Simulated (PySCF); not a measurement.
# Structure from 2D NMR

Compound of formula C7H5FO2. Correlations simulated from computed shifts and the bond graph:

HSQC (one-bond C–H):
| δH | δC |
| --- | --- |
| 8.60 | 140.2 |
| 7.44 | 121.1 |

COSY cross peaks (H two or three bonds apart, from the bond graph; peaks can be absent where the dihedral angle is near 90°):
| δH | δH |
| --- | --- |
| 8.60 | 7.44 |

HMBC (two and three bonds, from the bond graph):
| δH | δC |
| --- | --- |
| 8.60 | 176.7, 169.9, 140.2, 128.8, 121.1 |
| 7.44 | 176.7, 140.2, 128.8, 121.1 |

Carbons without hydrogens: δ 176.7, 169.9, 128.8.

Level of theory: shielding tensors at PBE0/pcSseg-1 (GIAO), geometry: GFN2-xTB, in PySCF 2.14 (gas phase, one computed conformer, no relativistic terms, rapidly exchanging positions averaged).

Chemical shifts δ = σref − σ; TMS for $^{1}$H (31.72 ppm) and $^{13}$C (186.93 ppm), all at this level.

Exchangeable hydrogens are left out of these lists.

Q: Work out the connectivity.

A: `O=C(O)c1ccc(F)cc1`.

Atom-mapped SMILES (the numbers label the heavy atoms): `[O:1]=[C:2]([OH:3])[c:4]1[cH:5][cH:6][c:7]([F:8])[cH:9][cH:10]1` (H(Xn): hydrogen on atom n).

- δC 176.7 is C7, an aromatic carbon bearing fluorine.
- δC 169.9 is C2, a carboxylic acid carbon.
- δC 140.2 is C5/C10, an aromatic CH (δH 8.60).
- δC 128.8 is C4, a substituted aromatic carbon.
- δC 121.1 is C6/C9, an aromatic CH (δH 7.44).
- HMBC from δH 8.60 reaches the proton-free carbons C7, C2, C4.
- HMBC from δH 7.44 reaches the proton-free carbons C7, C4.
- COSY links 8.60–7.44.

This is the structure that produced the data.

Exchangeable OH/NH protons stand at their gas-phase positions; hydrogen bonding in a real sample shifts them, mostly to higher δ. Shifts are as computed. Against solution values, carbons near 30 ppm lie about +3 ppm off and those near 130 ppm about +5 ppm. Of 1211 compounds with measured shifts, 218 miss one by over three times the rms of a fit or turn the order of signals round; such compounds aren't used in these exercises. The C=O carbon of an acid or of an amide with N–H lies up to 10 ppm further downfield in solution, through hydrogen bonding that the calculation lacks.
